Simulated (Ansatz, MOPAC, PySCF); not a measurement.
Dimer: CH4 (SMILES C) (first 5 atoms) with C3H4 (SMILES C=C=C); geometry from B3LYP-D3(BJ)/def2-TZVP, rigid monomers moved along the line of their centres of mass till H5···C7 is 4.14 Å.
(charge 0, multiplicity 1):
```tsv
atom	x (Å)	y (Å)	z (Å)
C	-0.2044	-0.0443	-0.2907
H	0.3723	-0.0991	-1.2131
H	-0.7580	0.8937	-0.2666
H	-0.9021	-0.8802	-0.2516
H	0.4678	-0.0913	0.5644
C	1.5443	-0.0219	4.8366
C	0.2543	0.0553	4.6933
C	-1.0346	0.1325	4.5440
H	2.0428	-0.9786	4.9428
H	2.1628	0.8681	4.8552
H	-1.4860	0.1155	3.5589
H	-1.6966	0.2163	5.3981
```

Monomers are frozen at their geometry in the pair; levels with a basis set take the counterpoise correction. Rows marked so take none.

Cores are frozen in the correlated methods. Rows in 3-21G, 6-311+G**, 6-31G*, STO-3G carry no dispersion term and start afresh at each structure (6-31G* with six Cartesian d functions). MP2/6-31G* freezes PySCF's default core. The state that PM3 reach isn't checked.

Codes used: Ansatz (a program for electronic structure) with Gaussian orbitals; MOPAC for PM3 (differences of heats of formation); PySCF for 3-21G rows, 6-311+G** rows, 6-31G* rows, STO-3G rows, the dispersion terms. Values without a source in brackets are computed.

Other levels give for the interaction energy: PBE/def2-TZVPPD -0.18; B3LYP/def2-TZVPPD 0.05; B3LYP-D3(BJ)/def2-TZVPPD -0.29; wB97M-V/def2-TZVPPD -0.32; CCSD(T)/aug-cc-pVDZ -0.32 kcal/mol.

What do these common cheap choices give for the same quantity: PM3, HF/STO-3G (no counterpoise), HF/3-21G (no counterpoise), HF/6-31G*, B3LYP/6-31G*, B3LYP/6-311+G** (no counterpoise), MP2/6-31G*, MP2/6-31G* (no counterpoise)?

PM3 -0.06; HF/STO-3G (no counterpoise) -0.02; HF/3-21G (no counterpoise) -0.12; HF/6-31G* -0.04; B3LYP/6-31G* 0.02; B3LYP/6-311+G** (no counterpoise) 0.02; MP2/6-31G* -0.17; MP2/6-31G* (no counterpoise) -0.27 kcal/mol. They span -0.27 to 0.02 kcal/mol.
